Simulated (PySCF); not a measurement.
Job file and geometry (Å, from GFN2-xTB) of an NMR shielding run on SMILES CC(C)[SiH2]NB[SiH3], C3H14BNSi2, GIAO PBE0/pcSseg-1 NMR shielding, non-relativistic, gas phase (PySCF 2.14.0, density-fitted response routines); density fitting, a coarse starting grid and PySCF grid level 2 are the driver's defaults:

```
$ OMP_NUM_THREADS=1 python probes_run.py task.json out

{"job": {"kind": "nmr", "xc": "PBE0", "basis": "pcSseg-1"}, "charge": 0, "multiplicity": 1}
C     -1.603946    -0.849876     0.696961
C     -0.774394    -0.596291    -0.561171
C     -1.536924    -1.068295    -1.796983
Si    -0.272545     1.236563    -0.725498
N      0.492989     1.802653     0.745612
B      1.589022     1.333499     1.476001
Si     2.630930    -0.235707     0.938316
H     -2.543748    -0.301472     0.654726
H     -1.061750    -0.536754     1.587034
H     -1.836380    -1.909855     0.795592
H      0.135569    -1.200366    -0.482782
H     -0.943366    -0.923914    -2.696401
H     -2.465300    -0.512334    -1.911342
H     -1.784243    -2.126010    -1.716781
H      0.641273     1.431035    -1.857367
H     -1.457833     2.095212    -0.865840
H      0.045096     2.630062     1.113802
H      1.856033     1.939781     2.455045
H      4.028894    -0.220372     1.407639
H      2.103310    -1.514435     1.456525
H      2.748392    -0.456180    -0.516625
```

Q: Write the output of this run.

A: 
```
coarse grid: 17336 points
cycle   1  E = -780.7330993913  dE =  3.059e-01  |g| = 4.806e-01  |ddm| = 3.881e+00
cycle   2  E = -780.7079686806  dE =  2.513e-02  |g| = 5.907e-01  |ddm| = 8.691e-01
cycle   3  E = -780.7904803866  dE = -8.251e-02  |g| = 7.545e-02  |ddm| = 5.115e-01
cycle   4  E = -780.7915978994  dE = -1.118e-03  |g| = 3.352e-02  |ddm| = 8.129e-02
cycle   5  E = -780.7918577837  dE = -2.599e-04  |g| = 6.888e-03  |ddm| = 2.860e-02
cycle   6  E = -780.7918679637  dE = -1.018e-05  |g| = 2.370e-03  |ddm| = 8.365e-03
cycle   7  E = -780.7918693930  dE = -1.429e-06  |g| = 2.633e-04  |ddm| = 2.442e-03
final grid: 154888 points
cycle   8  E = -780.8288349794  dE = -3.772e-05  |g| = 8.967e-03  |ddm| = 3.059e-02
cycle   9  E = -780.8288213568  dE =  1.362e-05  |g| = 1.184e-02  |ddm| = 1.655e-02
cycle  10  E = -780.8288545271  dE = -3.317e-05  |g| = 1.229e-03  |ddm| = 9.541e-03
cycle  11  E = -780.8288548697  dE = -3.426e-07  |g| = 2.816e-04  |ddm| = 1.022e-03
cycle  12  E = -780.8288548863  dE = -1.661e-08  |g| = 7.695e-05  |ddm| = 2.727e-04
cycle  13  E = -780.8288548877  dE = -1.407e-09  |g| = 2.277e-05  |ddm| = 9.166e-05
cycle  14  E = -780.8288548878  dE = -1.228e-10  |g| = 3.519e-06  |ddm| = 2.390e-05
converged SCF energy = -780.8288548878

GIAO shielding tensors (ppm)
atom      isotropic    diamagn.    paramagn.     s11        s22        s33       span
  0 C      167.370     249.462     -82.093    157.547    158.783    185.779     28.232
  1 C      169.330     253.487     -84.157    163.482    168.964    175.545     12.063
  2 C      169.224     246.564     -77.340    157.409    161.018    189.245     31.836
  3 Si     372.635     882.411    -509.777    326.603    369.663    421.638     95.034
  4 N      120.900     323.470    -202.571     -9.778    126.629    245.848    255.627
  5 B       46.403     197.569    -151.166    -10.055     23.537    125.727    135.782
  6 Si     473.195     881.558    -408.364    446.474    481.430    491.681     45.207
  7 H       31.060      31.863      -0.802     27.412     28.572     37.197      9.785
  8 H       30.227      33.166      -2.939     25.119     29.923     35.640     10.521
  9 H       30.489      31.386      -0.897     26.517     27.630     37.321     10.803
 10 H       30.326      36.038      -5.712     25.815     28.127     37.036     11.221
 11 H       30.509      30.105       0.404     25.544     28.436     37.547     12.003
 12 H       31.055      30.095       0.960     26.996     28.974     37.196     10.200
 13 H       30.429      29.587       0.842     26.065     27.831     37.391     11.325
 14 H       26.744      31.016      -4.273     23.442     25.396     31.392      7.950
 15 H       27.340      31.329      -3.989     23.756     26.380     31.886      8.130
 16 H       25.905      30.260      -4.354     20.516     25.709     31.491     10.975
 17 H       25.384      29.177      -3.793     23.836     25.487     26.829      2.993
 18 H       28.314      29.511      -1.197     24.950     25.631     34.362      9.412
 19 H       28.294      30.543      -2.249     24.549     28.188     32.146      7.597
 20 H       28.335      30.767      -2.432     24.450     28.654     31.901      7.451
```

Size and cost of the density-fitted run: 203 basis functions, 2.3 min wall time on 1 thread of an Intel Xeon, shared host; peak memory 0.92 GiB.
